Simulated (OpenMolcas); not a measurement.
Cu5+: from CASSCF to CASPT2

| Quantity | Value |
| --- | --- |
| Program | OpenMolcas |
| Basis | ANO-RCC-VTZP [6s5p3d2f1g] |
| Scalar Hamiltonian | DKH2, point nucleus |
| Active space | 6 electrons in 5 orbitals (3d) |
| State averaging | 2S+1 = 5 even, 5 roots; 2S+1 = 3 even, 45 roots; 2S+1 = 1 even, 50 roots |
| Spin-orbit coupling | state interaction with AMFI integrals over the reference wave functions, term energies averaged over their components |

Methods on the same reference wave functions:
A. CASSCF
B. SS-CASPT2, IPEA 0.25 Eh, imaginary shift 0.1 Eh (closed shells correlated: 3s 3p)
C. MS-CASPT2, IPEA 0.25 Eh, imaginary shift 0.1 Eh (closed shells correlated: 3s 3p)
D. XMS-CASPT2, IPEA 0.25 Eh, imaginary shift 0.1 Eh (closed shells correlated: 3s 3p)

Energies in cm-1 above 3d6 5D4, the measured ground level; measured values from Sugar and Musgrove, J. Phys. Chem. Ref. Data 19, 527 (1990).

```tsv
Level	A	B	C	D	Measured
3d6 5D4	0.0	0.0	0.0	0.0	0.0
3d6 5D3	1141	1148	1148	1146	1196
3d6 5D2	1919	1915	1915	1915	1987
3d6 5D1	2415	2400	2400	2400	2490
3d6 5D0	2658	2640	2640	2640	2733
3d6 3H6	32669	31080	31080	31850	30418
3d6 3H5	33207	31570	31570	32330	31009
3d6 3H4	33556	31780	31780	32540	31288
3d6 3P2(1)	35422	29480	29480	30290	29285
3d6 3F4(1)	37254	33210	33210	33990	32756
3d6 3F3(1)	37911	33700	33700	34480	33296
3d6 3F2(1)	38423	34130	34140	34910	33740
3d6 3P1(1)	38746	32820	32800	33620	32685
3d6 3P0(1)	39974	34040	34030	34840	33868
3d6 3G5	41264	38020	38020	38830	37378
3d6 3G4	42391	39050	39050	39860	38469
3d6 3G3	42786	39420	39420	40230	38907
3d6 1I6	49437	47440	47440	48160	46406
3d6 1G4(1)	52416	48690	48690	49190	47612
3d6 3D1	53215	47390	47390	48250	46848
3d6 3D2	53217	47340	47340	48180	46714
3d6 3D3	53553	47730	47730	48580	47119
3d6 1S0(1)	60757	54570	54540	55260	53787
3d6 1D2(1)	64727	56060	56060	56230	54747
```

Deviations, from unrounded energies. A percentage is the sum of absolute deviations over the sum of measured energies, with the sign that they share, or ± where signs differ.

```tsv
Against measurement	Levels	A	B	C	D
mean absolute deviation (cm-1)	23	4100	500	500	1100
fine structure of the ground term (%)	4	-3.2	-3.6	-3.5	-3.5
other terms of the ground configuration (%)	19	+12.7	+1.5	+1.5	+3.4
```

B, C lie about equally close to measurement and A furthest from it. The largest miss of C in the table is 3d6 1D2(1), by +1300 cm-1. The ranking rests on the paired levels alone, and a cruder setting can come out closer through cancelling errors.

Among B to D the level of the table that moves most is 3d6 3D1, by 860 cm-1 (lowest in B, highest in D). Moves below CASPT2's spread within the term are not significant.

The mean deviations of B to D differ by less than CASPT2's widest spread within a term (920 cm-1), so their order carries little weight.

From A to B the spin-free energies of the other terms of 3d6 shown, above 5D, scale by factors of 0.83 to 0.96, as is usual when dynamic correlation screens the repulsion within a d or f shell.

The lowest spin-free term lies below A's lowest term by 0.455 hartree in B, 0.455 hartree in C, 0.460 hartree in D.

Term energies are means over components that CASPT2 splits; among the terms shown or strongly mixed into the levels shown the widest spread is 920 cm-1 (3d6 1G(1), D). The CASPT2 spread within a term exceeds the gap to the next term for 3d6 1I and 3d6 3D, so the order of their levels is uncertain (figures for C; the like holds for D). Without dynamic correlation excited terms often stand tens of per cent too high (terms of higher spin than the ground term too low), and those without a measured partner can miss by more than the paired ones (holds for A). Some levels mix across a computed gap that differs much from the measured one, so their mixing is not that of the real levels (holds for A). Computed and measured levels are paired by configuration, term and J; levels that our copy of the source lacks, or whose pairing is in doubt (as where it misses far off the trend of its configuration), stay unpaired and out of the deviations. Only configurations of the active space appear. The table leaves out levels that lie high or whose names do not pair safely across all columns.

A number in round brackets counts repeated terms of one configuration in the order of the reference energies.
